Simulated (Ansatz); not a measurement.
System: CNO, charge -1, multiplicity 1. It need not be the lowest isomer of its formula. Whether it binds its extra electron was not tested at this geometry. 
Geometry from a B3LYP-D3(BJ)/def2-TZVP (Ansatz, a program for electronic structure) optimisation:
```xyz
3

N      0.0000     0.0000    -1.2579
C      0.0000     0.0000    -0.0715
O      0.0000     0.0000     1.1543
```
Charge -1, spin multiplicity 1.

Basis-set convergence of Hartree-Fock and CCSD correlation energies (hartree) with Ansatz. Correlated levels leave the core frozen unless marked. No spin-orbit coupling. Non-relativistic.

| basis | functions | E(HF) | E(corr, CCSD) |
|---|---|---|---|
| aug-cc-pVDZ | 69 | -167.23652 | -0.49423 |
| aug-cc-pVTZ | 138 | -167.27401 | -0.58776 |
| aug-cc-pVQZ | 240 | -167.28421 | -0.61862 |

Extrapolating the two largest sets (X = 3 and 4) as X^-3: E(corr) = (64·(-0.61862) - 27·(-0.58776))/37 = -0.6411 Eh, an estimate of the basis-set limit. The largest set recovers 96.5 % of it, the smallest 77.1 %.
